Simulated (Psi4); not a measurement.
Conformational energy of SMILES c1c[se]c(-c2cccc3ccccc23)c1 (C₁₄H₁₀Se). Scanned: dihedral Se3–C4–C5–C6; all other coordinates were relaxed at GFN2-xTB. Points at φ and −φ are mirror images.

Geometry of the scan point at 90° (Å):
```
25

C     -3.5985    -1.1418    -0.7014
C     -4.3118    -0.1200    -0.1683
Se    -3.2339     1.3059     0.3382
C     -1.7817     0.2822    -0.2831
C     -0.4004     0.7727    -0.2086
C      0.3599     0.5110     0.9054
C      1.6855     0.9561     0.9935
C      2.2440     1.6669    -0.0311
C      1.4968     1.9658    -1.1893
C      2.0457     2.7039    -2.2589
C      1.3019     2.9877    -3.3693
C     -0.0269     2.5462    -3.4609
C     -0.5877     1.8264    -2.4434
C      0.1537     1.5165    -1.2845
C     -2.2007    -0.9186    -0.7636
H     -4.0522    -2.0538    -1.0517
H     -5.3773    -0.0807    -0.0287
H     -0.0718    -0.0494     1.7228
H      2.2585     0.7317     1.8812
H      3.2656     2.0139     0.0315
H      3.0693     3.0423    -2.1809
H      1.7301     3.5542    -4.1834
H     -0.6038     2.7799    -4.3437
H     -1.6110     1.4848    -2.5139
H     -1.5135    -1.6450    -1.1650
```

Computed with PBE-D3(BJ)/def2-SVP // GFN2-xTB run with Psi4 1.11.

Scanned values (°): -150, -120, -90, -60, -30, 0, 30, 60, 90, 120, 150, 180.

Question: At which scan points does the profile have its minima and maxima, and how high do they lie?

Answer: Lower than their neighbours: -120° (0.1 kcal/mol), -60° (0.0 kcal/mol), 60° (0.0 kcal/mol), 120° (0.1 kcal/mol). Higher than their neighbours: -90° (0.9 kcal/mol), 0° (4.6 kcal/mol), 90° (0.9 kcal/mol), 180° (4.0 kcal/mol). The whole profile spans 4.6 kcal/mol.
